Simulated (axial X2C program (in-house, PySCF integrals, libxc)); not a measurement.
BeH⁻: from Re and ωe to a spectrum

A bond curve at the CCSD(T) level, two-component, was computed with an axial X2C code built on PySCF integrals (basis Be dyall-av3z [9s9p4d2f], H dyall-av3z [7s3p2d] (cores contracted in-house)) for the state Ω = 0 (closed shell). Its fit gives Re = 1.4228 Å, ωe = 1627.5 cm⁻¹, ωexe = 49.9 cm⁻¹ and αe = 4.263e-01 cm⁻¹; the masses are 9.0122 and 1.0078 u. Two-component means X2C with spin–orbit coupling and atomic mean-field Coulomb and Gaunt terms.

Correlated methods: 4 electrons correlated (number of frozen shells: Be 1 s; H none), 158 virtual spin orbitals or spinors in MP2, 82 natural virtuals in coupled cluster.

Task: Find the reduced mass, Be and the force constant.

Result: From the CCSD(T) values: μ = 0.9064 u. Be = 16.8576/(μ Re²) = 9.187 cm⁻¹. k = 5.8918×10⁻⁷ μ ωe² = 1.41 mdyn/Å.

Task: Scale the constants to the deuteride (D 2.0141 u) within the Born–Oppenheimer picture.

Result: ρ = √(μH/μD) = 0.7420; ωe = 1207.7, ωexe = 27.5, Be = 5.059 cm⁻¹; the zero-point energy falls by 204 cm⁻¹.

Task: Estimate De from a Morse curve and compare with the computed well depth of 1.949 eV to Be + H-.

Result: De(Morse) = ωe²/(4ωexe) = 1.645 eV against 1.949 eV computed, a ratio of 0.84. The extrapolation falls short: long-range attraction (ionic or ion–induced dipole) or a change of character along the curve can cause this.

Task: Give B0, the J = 1←0 line in GHz and the most populated J at 300 K (kT = 208.5 cm⁻¹).

Result: B0 = Be − αe/2 = 8.974 cm⁻¹; 2B0 = 538.1 GHz; J(max) ≈ √(kT/2B0) − 1/2 = 2.9, so J = 3.

Task: Where do the fundamental and the first overtone lie?

Result: ν(1←0) = ωe − 2ωexe = 1527.7 cm⁻¹; ν(2←0) = 2ωe − 6ωexe = 2955.6 cm⁻¹.

One determinant describes the state; a PBE0 search over occupations chose it and may have missed a lower one. De is counted from the lowest determinant-based energies of the atoms at the same level, without counterpoise correction. CCSD and (T) use frozen natural virtuals with an MP2 correction for the truncation; (T) itself is uncorrected, so its De runs slightly low. Other states lie close and PBE0, whose exact exchange favours high spin, may order them wrongly; the determinant shown need not be the ground state. The nearest other 2c determinant of the search, Ω = 2, lies 0.44 eV up at the distance of the search.
